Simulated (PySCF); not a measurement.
SMILES C(N=C(C)[NH])(C)(C)C (C6H13N2), doublet at its GFN2-xTB optimised geometry (Å):

```
21

C      2.4671     1.2373     0.0000
C      0.9684     1.2373     0.0000
N      0.3577     2.3764     0.0000
N      0.3727     0.0849     0.1419
C     -0.9379    -0.3871    -0.0945
C     -1.5155     0.0610    -1.4458
C     -0.8058    -1.9253    -0.0957
C     -1.8787     0.0073     1.0613
H      2.8287     2.2392     0.2081
H      2.8262     0.9229    -0.9783
H      2.8404     0.5384     0.7430
H     -0.6520     2.3823    -0.0487
H     -1.6773     1.1363    -1.4685
H     -0.8276    -0.1950    -2.2487
H     -2.4659    -0.4351    -1.6267
H     -0.3738    -2.2584     0.8437
H     -1.7831    -2.3823    -0.2238
H     -0.1556    -2.2404    -0.9074
H     -2.0330     1.0837     1.0812
H     -2.8404    -0.4848     0.9385
H     -1.4440    -0.2922     2.0113
```

Level of theory: unrestricted B3LYP/def2-SVP in PySCF. Cells within 0.4 Å of a nucleus heavier than hydrogen are left out (blank, or x).

Map of the Laplacian of the electron density (e/bohr⁵), clipped to [-1.50, 1.50] on the plane z = 1.0 Å:

```
|5555555555555555555555555555555|
|5555555555555555555555555555555|
|5555555555555555555555555555555|
|5555555555555555555555555555555|
|5555555555555555555555555555555|
|5555555555555555555555555555555|
|5555555555555555555555555555555|
|5555555555555556665555555555555|
|5555555555555556666555555555555|
|5555555555555556666555555555555|
|5555555555555555665556666555555|
|5555555554555555555566666555555|
|5555555640465555666566656655555|
|5555555652466556666556645655555|
|555555665xx66666666555655555555|
|555555654xx56666666555555555555|
|555556302x956666666555555555555|
|5555564356666666655555555555555|
|5555556666666655555555555555555|
|5555555555556655555555555555555|
|5555555555556665555555555555555|
|5555555555566546555555555555555|
|5555555555556425555555555555555|
|5555555555555656555555555555555|
|5555555555555555555555555555555|
|5555555555555555555555555555555|
|5555555555555555555555555555555|
|5555555555555555555555555555555|
|5555555555555555555555555555555|
|5555555555555555555555555555555|
|5555555555555555555555555555555|
```
Scale: ten equal steps from -1.50 (start of '0') to 1.14 (end of '9'), in the order '0123456789'; x runs from -5.00 to 5.00, y from -5.00 (bottom) to 5.00 (top).
